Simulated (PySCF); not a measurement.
Relaxation of quartet Ru(OH)₃

These are results of UB3LYP/[Ru def2-SVP with ECP28, O def2-SVP, H def2-SVP], scalar-relativistic core potentials, density fitting, no spin–orbit coupling, PySCF, not measurements. A (50,194) grid was used.

A start at or just off a symmetric point, pushed along the force that breaks its symmetry, with no symmetry imposed:

```xyz
7
charge 0 multiplicity 4, angstrom
Ru    0.0008    0.0049   -0.0650
O     1.9111   -0.2727    0.0829
O    -0.7548    1.7192    0.0750
O    -1.1614   -1.4767    0.0876
H     2.3201   -0.5634    0.8891
H    -0.6692    2.2600    0.8970
H    -1.6559   -1.7122    0.8870
```

Optimiser trace:
```csv
step,E − E(last) (kJ/mol),largest gradient (Eh/bohr)
0,55.67,0.01872
2,33.91,0.02333
4,25.10,0.01965
6,15.66,0.01110
8,10.91,0.01254
10,6.32,0.00811
12,3.52,0.00789
14,1.52,0.00877
16,0.74,0.00369
18,0.50,0.00095
20,0.37,0.00145
22,0.20,0.00198
24,0.04,0.00141
25,0.00,0.00112
```

It was stopped by the time limit after 25 steps; the last geometry has O–H 0.97 Å, O–H 0.97 Å (×2), Ru–O 1.87 Å, Ru–O 1.88 Å, Ru–O 1.90 Å. No frequency check is given, so it may be a saddle point.

Other spin states or occupations of the open shell can lie lower. At this level a doublet minimum of C3v symmetry lies 37 kJ/mol below this structure.

The relaxation took roughly 6 core-minutes on a shared host.
